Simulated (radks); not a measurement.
Results of a calculation; reference values are marked as such.
Mean orbital radii <r> (bohr) of neutral niobium, [Kr] 4d4 5s1, at several levels of relativity; Dirac values are averaged over j with weights 2j + 1. Spin-unpolarised spherical Kohn-Sham, PBE, point nucleus unless stated (finite: rms radius 4.324 fm), a radial shooting solver on a logarithmic mesh with Libxc functionals. A level marked "c x" has the speed of light scaled by that factor and shares open shells by 2j + 1; other Dirac levels either fill j = l - 1/2 first or share by 2j + 1.

shell  non-rel.  scalar-rel.  scalar-rel., finite nucleus  Dirac, 2j+1 shares  change of magnitude, last against first (%)
1s      0.03720      0.03609                      0.03609             0.03609                                        -2.98
2s       0.1629       0.1580                       0.1580              0.1577                                        -3.19
2p       0.1398       0.1377                       0.1377              0.1376                                        -1.56
3s       0.4549       0.4432                       0.4432              0.4430                                        -2.62
3p       0.4509       0.4458                       0.4458              0.4456                                        -1.17
3d       0.4321       0.4330                       0.4330              0.4331                                        +0.23
4s        1.187        1.159                        1.159               1.159                                        -2.37
4p        1.314        1.303                        1.303               1.303                                        -0.84
5s        3.856        3.729                        3.729               3.730                                        -3.27
4d        2.172        2.215                        2.215               2.216                                        +2.00
